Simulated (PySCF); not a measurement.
Bonds: Si1-C3, Si1-C7, Si1-N11, N11-C12, C12-C13. Si1 carries H2; C3 carries H4, H5, H6; C7 carries H8, H9, H10; N11 carries H14; C12 carries H15, H16; C13 carries H17, H18, H19.

Geometry: PBE0-D3(BJ)/def2-SVP; GIAO absolute shieldings from PySCF 2.14.0 with density-fitted response routines, gas phase, non-relativistic, averaged over equivalent atoms.

At B3LYP/pcSseg-1 (174 basis functions, 29 s wall time on 1 thread of an AMD EPYC, shared host):
```tsv
atoms	σ (ppm)
Si1	355.6
H2	26.43
H15/H16	28.62
H17/H18/H19	30.34
H4/H5/H6/H8/H9/H10	31.27
H14	31.59
C12	137.9
C13	156.9
C3/C7	181.6
N11	213.0
```

Q: Predict the values at PBE0/pcSseg-1 on the same geometry.

A: 
| atoms | σ at PBE0/pcSseg-1 | change |
| --- | --- | --- |
| Si1 | 367.1 | +11.5 |
| H2 | 26.25 | -0.18 |
| H15/H16 | 28.54 | -0.08 |
| H17/H18/H19 | 30.25 | -0.09 |
| H4/H5/H6/H8/H9/H10 | 31.15 | -0.12 |
| H14 | 31.49 | -0.10 |
| C12 | 144.6 | +6.7 |
| C13 | 162.8 | +5.9 |
| C3/C7 | 186.8 | +5.2 |
| N11 | 220.3 | +7.3 |

The largest change is at Si1 (silicon bonded to 2 C, N, H). Cost: 174 basis functions, 46 s wall time on 1 thread of an AMD EPYC, shared host. The order of the carbon signals is the same at both levels.
